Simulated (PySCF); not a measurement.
Compound: C2H4BBrO.
Numbering: `[CH2:1]=[CH:2][O:3][BH:4][Br:5]` (hydrogens: H6, H7 on C1; H8 on C2; H9 on B4)

Level of theory: PBE0-D3(BJ)/def2-SVP geometry optimisation, gas phase in PySCF 2.14.0.

(1) What internal coordinates does the optimisation give?

## Answers

(1) 
```tsv
bond	length (Å)	order
C1=C2	1.329	double
C2–O3	1.364	single
O3–B4	1.341	single
B4–Br5	1.922	single
C1–H6	1.092	single
C1–H7	1.091	single
C2–H8	1.094	single
B4–H9	1.202	single
```

Orders are formal, as drawn. A selection of angles:
```tsv
angle	degrees
C2–C1–H6	122.3
C2–C1–H7	119.2
H6–C1–H7	118.5
C1–C2–O3	124.8
C1–C2–H8	123.1
O3–C2–H8	111.9
C2–O3–B4	131.4
O3–B4–Br5	123.1
O3–B4–H9	118.3
Br5–B4–H9	118.6
```

Torsions: C1–C2–O3–B4 -56° (synclinal); C2–O3–B4–Br5 -5° (synperiplanar). The mirror-image conformer, all signs reversed, is as good.

O3 (boron-bound oxygen) is bent (angle 131.4°). B4 (three-coordinate boron) is planar (angles 123.1°, 118.6° and 118.3°, sum 360.0°, 0.01 Å off the plane of its three neighbours). Of the pairs four or more bonds apart, C1···Br5 is among the closest relative to their van der Waals radii: 3.52 Å, 99 % of the sum of Bondi's values.

Point group: C1 (no symmetry element, even within 0.4 Å). PBE0-D3(BJ)/def2-SVP frequencies: not computed here. The numbers are those of one conformer.
